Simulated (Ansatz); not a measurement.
Input and output for Zn₂O.

```yaml
crystal:
  periodic: [false, false, false]
  atoms:
    - {symbol: Zn, position_ang: [-1.796871, -0.212600, -0.007749]}
    - {symbol: Zn, position_ang: [1.796845, 0.212802, 0.007739]}
    - {symbol: O, position_ang: [0.000025, -0.000202, 0.000000]}
basis:
  gaussian: {orbitals: def2-SVPD, point_charges: [{charge: -1.00, position_ang: [5.471, -0.034, -0.862]}]}
hamiltonian: {xc: {name: B3LYP5}}
scf: {omitted_lower_state_checks: [starts]}
output: {forces: true}
```

```sh
$ ansatz run in.yaml --threads 4 --pin off --events-out ev --progress --plain --max-ram 3916MiB
```

It prints (some lines left out):

```
Functional definition: B3LYP5
851 factors; integrals over basis functions are off by at most 4.3e-4 eV
mean field evaluation 1: about -98851.4412 eV, gradient 8.4e1 eV
mean field evaluation 2: about -98651.9380 eV, gradient 2.1e2 eV
mean field evaluation 4: about -98864.2890 eV, gradient 3.5e1 eV
mean field evaluation 8: about -98866.2363 eV, gradient 1.7e0 eV
mean field evaluation 16: about -98866.3286 eV, gradient 2.3e-3 eV
mean field -98866.32863619 eV, -3633.2705633755 hartree, gradient 2.1e-5 eV, S^2 0.000000; 0 other end points of the search recorded, 0 dependent functions left out
reference -98866.32883288 eV, -3633.2705706039 hartree; 34, 34 occupied and 57, 57 virtual orbitals, 851 factors
Total energy: -98866.32883288 eV, -3633.2705706039 hartree
Atom 0 at    -1.796871    -0.212600    -0.007749 Å, force    -0.512403    -0.069077    -0.013068 eV/Å
Atom 1 at     1.796845     0.212802     0.007739 Å, force     0.182574    -0.091700    -0.146094 eV/Å
Atom 2 at     0.000025    -0.000202     0.000000 Å, force     0.732264     0.123861     0.051081 eV/Å
Dipole moment:     1.326755     0.103150    -0.064557 e Å
Checks for a lower state left out: starts
```

Run time 1.4 s (4 threads of Arm Neoverse V1 on a shared host).

The restricted singlet is unstable towards broken spin symmetry at other levels; at RKS B3LYP5/def2-SVPD this wasn't settled.
